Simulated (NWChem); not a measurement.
System: H$_{3}$BO$_{2}$; SMILES B(O)O

Here is an NWChem input.

```
start job
memory heap 200 mb stack 900 mb global 1100 mb
geometry units angstroms noautosym nocenter noautoz
  B     -0.468658    -0.020441     0.000000
  H     -1.679229    -0.012276     0.000000
  O      0.155554    -1.219105     0.000000
  H      1.115500    -1.120236     0.000000
  O      0.272982     1.120481     0.000000
  H     -0.265128     1.916470     0.000000
end
basis spherical
  * library def2-svp
end
dft
  xc b3lyp
  iterations 150
end
property
  efieldgrad
end
task dft property
```

NWChem printed, in part:

```
             Northwest Computational Chemistry Package (NWChem) 7.3.0
             --------------------------------------------------------

                             Geometry "geometry" -> ""
                             -------------------------

 Output coordinates in angstroms (scale by  1.889725989 to convert to a.u.)

  No.       Tag          Charge          X              Y              Z
 ---- ---------------- ---------- -------------- -------------- --------------
    1 B                    5.0000    -0.46865800    -0.02044100     0.00000000
    2 H                    1.0000    -1.67922900    -0.01227600     0.00000000
    3 O                    8.0000     0.15555400    -1.21910500     0.00000000
    4 H                    1.0000     1.11550000    -1.12023600     0.00000000
    5 O                    8.0000     0.27298200     1.12048100     0.00000000
    6 H                    1.0000    -0.26512800     1.91647000     0.00000000

 Effective nuclear repulsion energy (a.u.)      66.8499913882

                              NWChem Property Module
                              ----------------------

  itol2e modified to match energy
  convergence criterion.

                                 NWChem DFT Module
                                 -----------------

 Summary of "ao basis" -> "ao basis" (spherical)
 ------------------------------------------------------------------------------
       Tag                 Description            Shells   Functions and Types
 ---------------- ------------------------------  ------  ---------------------
 B                          def2-svp                 6       14   3s2p1d
 H                          def2-svp                 3        5   2s1p
 O                          def2-svp                 6       14   3s2p1d

  itol2e modified to match energy
  convergence criterion.

            General Information
            -------------------
          SCF calculation type: DFT
          Wavefunction type:  closed shell.
          No. of atoms     :     6
          No. of electrons :    24
           Alpha electrons :    12
            Beta electrons :    12
          Charge           :     0
          Spin multiplicity:     1
          Use of symmetry is: off; symmetry adaption is: off
          Maximum number of iterations: 150
          AO basis - number of functions:    57
                     number of shells:    27
          Convergence on energy requested:  1.00D-07
          Convergence on density requested:  1.00D-05
          Convergence on gradient requested:  5.00D-04

              XC Information
              --------------
                         B3LYP Method XC Potential
                     Hartree-Fock (Exact) Exchange  0.200
                        Slater Exchange Functional  0.800 local
                    Becke 1988 Exchange Functional  0.720 non-local
              Lee-Yang-Parr Correlation Functional  0.810
                  VWN I RPA Correlation Functional  0.190 local

             Grid Information
             ----------------
          Grid used for XC integration:  fine
          Radial quadrature: Mura-Knowles
          Angular quadrature: Lebedev.
          Tag              B.-S. Rad. Rad. Pts. Rad. Cut. Ang. Pts.
          ---              ---------- --------- --------- ---------
          B                   0.85       70           8.0       590
          H                   0.35       60          10.0       590
          O                   0.60       70          10.0       590
          Grid pruning is: on
          Number of quadrature shells:   390
          Spatial weights used:  Erf1

      Superposition of Atomic Density Guess
      -------------------------------------

 Sum of atomic energies:        -175.38413943

      Non-variational initial energy
      ------------------------------

 Total energy =    -176.506272
 1-e energy   =    -371.670013
 2-e energy   =     128.313749
 HOMO         =      -0.446360
 LUMO         =       0.075679

   convergence    iter        energy       DeltaE   RMS-Dens  Diis-err
 ---------------- ----- ----------------- --------- --------- ---------
 d= 0,ls=0.0,diis     1   -176.9998232867 -2.44D+02  1.95D-02  6.28D-01
 d= 0,ls=0.0,diis     2   -176.9780920891  2.17D-02  9.79D-03  1.05D+00
 d= 0,ls=0.0,diis     3   -177.0736946907 -9.56D-02  1.10D-03  1.50D-02
 d= 0,ls=0.0,diis     4   -177.0750351866 -1.34D-03  2.81D-04  5.12D-04
 d= 0,ls=0.0,diis     5   -177.0750561611 -2.10D-05  1.45D-04  2.70D-04
  Resetting Diis
 d= 0,ls=0.0,diis     6   -177.0750810947 -2.49D-05  1.59D-05  1.68D-06
 d= 0,ls=0.0,diis     7   -177.0750812581 -1.63D-07  7.93D-06  1.01D-07
 d= 0,ls=0.0,diis     8   -177.0750812621 -3.95D-09  3.58D-06  7.26D-08

         Total DFT energy =     -177.075081262071
      One electron energy =     -374.664391490674
           Coulomb energy =      153.172491492361
    Exchange-Corr. energy =      -22.433172651935
 Nuclear repulsion energy =       66.849991388178

 Numeric. integr. density =       24.000000156782

                       DFT Final Molecular Orbital Analysis
                       ------------------------------------

 Vector   10  Occ=2.000000D+00  E=-3.712244D-01
              MO Center=  1.4D-01, -9.5D-01, -5.7D-10, r^2= 1.4D+00
   Bfn.  Coefficient  Atom+Function         Bfn.  Coefficient  Atom+Function
  ----- ------------  ---------------      ----- ------------  ---------------
    24      0.525255  3 O  py                27      0.322032  3 O  py
    22     -0.216966  3 O  s                 23      0.188207  3 O  px
    41     -0.172549  5 O  s                 42     -0.163968  5 O  px
    21     -0.156089  3 O  s                 53      0.148767  6 H  s
    34      0.139276  4 H  s                 43      0.127640  5 O  py

 Vector   11  Occ=2.000000D+00  E=-3.343490D-01
              MO Center= -6.1D-01,  3.0D-01, -3.0D-10, r^2= 2.1D+00
   Bfn.  Coefficient  Atom+Function         Bfn.  Coefficient  Atom+Function
  ----- ------------  ---------------      ----- ------------  ---------------
    42      0.387565  5 O  px                15      0.341831  2 H  s
    16      0.306770  2 H  s                  4      0.293747  1 B  px
    45      0.239869  5 O  px                22     -0.152241  3 O  s
    23      0.144313  3 O  px                34      0.126822  4 H  s
    41      0.111393  5 O  s                 21     -0.096838  3 O  s

 Vector   12  Occ=2.000000D+00  E=-3.240481D-01
              MO Center=  2.0D-01, -1.5D-01,  1.1D-09, r^2= 1.9D+00
   Bfn.  Coefficient  Atom+Function         Bfn.  Coefficient  Atom+Function
  ----- ------------  ---------------      ----- ------------  ---------------
    25      0.477951  3 O  pz                44     -0.436322  5 O  pz
    28      0.353520  3 O  pz                47     -0.328190  5 O  pz
    11     -0.044819  1 B  d -1

 Vector   13  Occ=0.000000D+00  E= 4.273562D-02
              MO Center= -4.6D-01, -2.2D-02, -2.5D-09, r^2= 2.3D+00
   Bfn.  Coefficient  Atom+Function         Bfn.  Coefficient  Atom+Function
  ----- ------------  ---------------      ----- ------------  ---------------
     9      0.700826  1 B  pz                 6     -0.526005  1 B  pz
    28     -0.314741  3 O  pz                47     -0.307821  5 O  pz
    25     -0.274602  3 O  pz                44     -0.270814  5 O  pz
    19      0.028437  2 H  pz

 Vector   14  Occ=0.000000D+00  E= 5.122977D-02
              MO Center= -2.4D-02,  1.3D+00,  1.2D-09, r^2= 4.3D+00
   Bfn.  Coefficient  Atom+Function         Bfn.  Coefficient  Atom+Function
  ----- ------------  ---------------      ----- ------------  ---------------
    54      1.080424  6 H  s                 41     -0.795370  5 O  s
    35      0.533716  4 H  s                  3      0.440465  1 B  s
    22     -0.391585  3 O  s                 16     -0.246873  2 H  s
    46     -0.240218  5 O  py                45      0.179079  5 O  px
    53      0.172125  6 H  s                 40     -0.169964  5 O  s

 Vector   15  Occ=0.000000D+00  E= 7.144254D-02
              MO Center=  7.6D-01, -3.7D-01, -3.9D-10, r^2= 4.8D+00
   Bfn.  Coefficient  Atom+Function         Bfn.  Coefficient  Atom+Function
  ----- ------------  ---------------      ----- ------------  ---------------
    35      1.163793  4 H  s                 22     -0.801718  3 O  s
    54     -0.688783  6 H  s                 16     -0.481554  2 H  s
     3      0.404347  1 B  s                 41      0.382627  5 O  s
    26     -0.303028  3 O  px                 7     -0.232942  1 B  px
    23     -0.205615  3 O  px                46      0.191772  5 O  py

     Multipole analysis of the density
     ---------------------------------

     L   x y z        total         alpha         beta         nuclear
     -   - - -        -----         -----         ----         -------
     0   0 0 0     -0.000000    -12.000000    -12.000000     24.000000

     1   1 0 0      0.188745     -0.147646     -0.147646      0.484036
     1   0 1 0      0.613088      0.407870      0.407870     -0.202652
     1   0 0 1      0.000000      0.000000      0.000000      0.000000

     2   2 0 0    -12.486245    -16.996266    -16.996266     21.506287
     2   1 1 0     -2.762951     -0.025643     -0.025643     -2.711666
     2   1 0 1     -0.000000     -0.000000     -0.000000      0.000000
     2   0 2 0    -11.995329    -53.963456    -53.963456     95.931583
     2   0 1 1      0.000000      0.000000      0.000000      0.000000
     2   0 0 2    -13.172387     -6.586193     -6.586193      0.000000

          -----------------------
          Electric field gradient
          -----------------------

 1 a.u. = 0.324123 10**(16) esu/cm**3  ( or statvolts/cm**2 ) = 0.97174 10**(22) v/m**2

 ------------------------------------------------------------
   Atom      X         Y         Z
 ------------------------------------------------------------
    1 B   -0.88564  -0.03863   0.00000
 ------------------------------------------------------------

 Electric field gradient in molecular frame (a.u.)
         XX             YY             ZZ             XY             XZ             YZ
 ------------------------------------------------------------------------------------------
        0.198194       0.119850      -0.318044      -0.018443      -0.000000       0.000000

 Principal components (a.u.) and orientation
 of principal axis w.r.t. absolute frame                      Asymmetry parameter eta
 --------------------------------------------------------------------------------------
       -0.318044       0.202318       0.115726                       0.272265

        0.000000       0.975894       0.218246
       -0.000000      -0.218246       0.975894
        1.000000      -0.000000       0.000000

 ------------------------------------------------------------
   Atom      X         Y         Z
 ------------------------------------------------------------
    2 H   -3.17328  -0.02320   0.00000
 ------------------------------------------------------------

 Electric field gradient in molecular frame (a.u.)
         XX             YY             ZZ             XY             XZ             YZ
 ------------------------------------------------------------------------------------------
       -0.217638       0.108064       0.109574       0.005352       0.000000      -0.000000

 Principal components (a.u.) and orientation
 of principal axis w.r.t. absolute frame                      Asymmetry parameter eta
 --------------------------------------------------------------------------------------
       -0.217726       0.109574       0.108152                       0.006533

        0.999865       0.000000       0.016426
       -0.016426      -0.000000       0.999865
       -0.000000       1.000000       0.000000

 ------------------------------------------------------------
   Atom      X         Y         Z
 ------------------------------------------------------------
    3 O    0.29395  -2.30377   0.00000
 ------------------------------------------------------------

 Electric field gradient in molecular frame (a.u.)
         XX             YY             ZZ             XY             XZ             YZ
 ------------------------------------------------------------------------------------------
       -1.235352       0.498455       0.736897       0.389163      -0.000000      -0.000000

 Principal components (a.u.) and orientation
 of principal axis w.r.t. absolute frame                      Asymmetry parameter eta
 --------------------------------------------------------------------------------------
       -1.318696       0.736897       0.581799                       0.117614

        0.977827      -0.000000       0.209413
       -0.209413      -0.000000       0.977827
        0.000000       1.000000       0.000000

 ------------------------------------------------------------
   Atom      X         Y         Z
 ------------------------------------------------------------
    4 H    2.10799  -2.11694   0.00000
 ------------------------------------------------------------

 Electric field gradient in molecular frame (a.u.)
         XX             YY             ZZ             XY             XZ             YZ
 ------------------------------------------------------------------------------------------
       -0.454501       0.214349       0.240152      -0.056038      -0.000000      -0.000000

 Principal components (a.u.) and orientation
 of principal axis w.r.t. absolute frame                      Asymmetry parameter eta
 --------------------------------------------------------------------------------------
       -0.459163       0.240152       0.219012                       0.046040

        0.996557       0.000000      -0.082916
        0.082916      -0.000000       0.996557
        0.000000       1.000000       0.000000

 ------------------------------------------------------------
   Atom      X         Y         Z
 ------------------------------------------------------------
    5 O    0.51586   2.11740   0.00000
 ------------------------------------------------------------

 Electric field gradient in molecular frame (a.u.)
         XX             YY             ZZ             XY             XZ             YZ
 ------------------------------------------------------------------------------------------
        0.388675      -1.166851       0.778176       0.506031      -0.000000       0.000000

 Principal components (a.u.) and orientation
 of principal axis w.r.t. absolute frame                      Asymmetry parameter eta
 --------------------------------------------------------------------------------------
       -1.316980       0.778176       0.538804                       0.181759

       -0.284425      -0.000000       0.958698
        0.958698      -0.000000       0.284425
       -0.000000       1.000000       0.000000

 ------------------------------------------------------------
   Atom      X         Y         Z
 ------------------------------------------------------------
    6 H   -0.50102   3.62160   0.00000
 ------------------------------------------------------------

 Electric field gradient in molecular frame (a.u.)
         XX             YY             ZZ             XY             XZ             YZ
 ------------------------------------------------------------------------------------------
        0.015335      -0.263268       0.247933       0.319600       0.000000      -0.000000

 Principal components (a.u.) and orientation
 of principal axis w.r.t. absolute frame                      Asymmetry parameter eta
 --------------------------------------------------------------------------------------
       -0.472605       0.247933       0.224672                       0.049220

       -0.547924       0.000000       0.836528
        0.836528       0.000000       0.547924
        0.000000       1.000000      -0.000000
```

Level: B3LYP/def2-SVP. Coordinates come from a PBE0/def2-SVP optimisation. NWChem prints the field gradient with the sign opposite to the second derivative of the potential.
